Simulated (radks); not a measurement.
The iodine anion I-, [Xe], held by a Watson sphere: a shell of charge +1.37 at radius R that stands for the Madelung well of a crystal (potential energy -1.37/R inside, -1.37/r outside, in hartree with lengths in bohr). Calculated with a radial shooting solver on a logarithmic mesh with Libxc functionals: scalar-relativistic Kohn-Sham, LDA (Slater exchange, Perdew-Wang correlation), spin-polarised, spherical densities, finite nucleus; Fermi nuclear charge, rms radius of each element as measured or else 0.836 A^(1/3) + 0.57 fm. Response by self-consistent Sternheimer equations with the Hartree and adiabatic LDA kernel, the relativistic mass of each level held fixed and spin-orbit coupling left out. The sphere does not respond.

\begin{tabular}{lrrrrrrr}
R (bohr) & e(4d) (eV) & e(5s) (eV) & e(5p) (eV) & <r> 5p (bohr) & sum of <r^2> (bohr^2) & X-ray form factor at sin(theta)/lambda = 0.3 1/angstrom & alpha (bohr^3) \\ \hline
2.69 & -52.389 & -20.752 & -10.581 & 2.455 & 67.89 & 36.588 & 32.85 \\
3.07 & -51.840 & -20.018 & -9.992 & 2.507 & 69.95 & 36.609 & 36.97 \\
3.13 & -51.758 & -19.908 & -9.898 & 2.515 & 70.25 & 36.612 & 37.65 \\
5.25 & -49.198 & -16.913 & -7.003 & 2.660 & 76.75 & 36.652 & 60.73 \\
5.46 & -48.989 & -16.694 & -6.781 & 2.666 & 77.07 & 36.653 & 62.56 \\
5.57 & -48.883 & -16.583 & -6.670 & 2.669 & 77.22 & 36.653 & 63.48 \\
5.77 & -48.697 & -16.390 & -6.475 & 2.674 & 77.47 & 36.654 & 65.07 \\
5.93 & -48.554 & -16.242 & -6.325 & 2.677 & 77.65 & 36.654 & 66.27 \\
\end{tabular}
